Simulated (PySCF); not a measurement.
Ir (iridium, neutral) across methods

[Xe] 4f14 5d8 6s1, high-spin 4F determinant (an excited configuration). Computed with PySCF 2.14 in x2c-TZVPPall with one added diffuse shell each of s, p, d, f type (12s8p8d4f1g, 113 functions), with scalar relativity by spin-free X2C-1e. The B2PLYP total includes its PT2 part (frozen core); its orbital energies are those of the SCF part.

```tsv
method	E (hartree)	mean ε 5d α (eV)	mean ε 5d β (eV)	mean ε 6s α (eV)	Σ⟨r²⟩ (bohr²)	⟨S²⟩
B2PLYP	-17828.17	-8.732	-7.274	-7.143	62.23	3.752
LDA	-17818.37	-6.202	-4.948	-6.286	62.44	3.751
PBE	-17829.50	-6.041	-4.762	-6.076	62.61	3.751
r2SCAN0	-17829.33	-7.641	-6.198	-6.987	61.54	3.752
BP86	-17831.66	-6.140	-4.930	-6.222	62.44	3.751
UHF	-17823.94430	-11.101	-9.254	-7.979	62.14	3.754
PBE0	-17829.26	-7.462	-6.067	-6.711	62.08	3.751
```

(1) Estimate the same row for r2SCAN.

Spin-orbit coupling, absent here, splits the open shell strongly.

## Answers

(1) E (hartree) = -17829.56; mean ε 5d α (eV) = -6.245; mean ε 5d β (eV) = -4.877; mean ε 6s α (eV) = -6.373; Σ⟨r²⟩ (bohr²) = 61.77; ⟨S²⟩ = 3.752.
